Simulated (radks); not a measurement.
Question: Valence configurations of Er II (all share [Xe]). Calculated with a radial shooting solver on a logarithmic mesh with Libxc functionals: Dirac Kohn-Sham, PBEsol, spin-unpolarised, spherical densities, finite nucleus; open shells are shared between the two j in proportion to 2j + 1; Fermi nuclear charge, rms radius 5.2516 fm. Order these by energy: 4f12 5d0.5 6s0.5; 4f11 6s1 6p1; 4f12 6s1; 4f11 6s2; 4f11 5d1 6s1; 4f12 5d1; 4f10 6s1 6p2; 4f11.5 6s1.5; 4f12 6p1; 4f11.5 5d0.5 6s1.

Answer: From the lowest, in eV above it: 4f12 6s1 0.000; 4f11.5 6s1.5 1.134; 4f12 5d0.5 6s0.5 1.215; 4f11.5 5d0.5 6s1 2.097; 4f12 5d1 2.494; 4f12 6p1 3.585; 4f11 6s2 3.991; 4f11 5d1 6s1 5.405; 4f11 6s1 6p1 8.232; 4f10 6s1 6p2 25.582. NIST lists [Xe] 4f12 6s1 as the ground configuration; this level of theory agrees among the configurations tried. The energies are those of spherical spin-averaged densities, not of single terms.
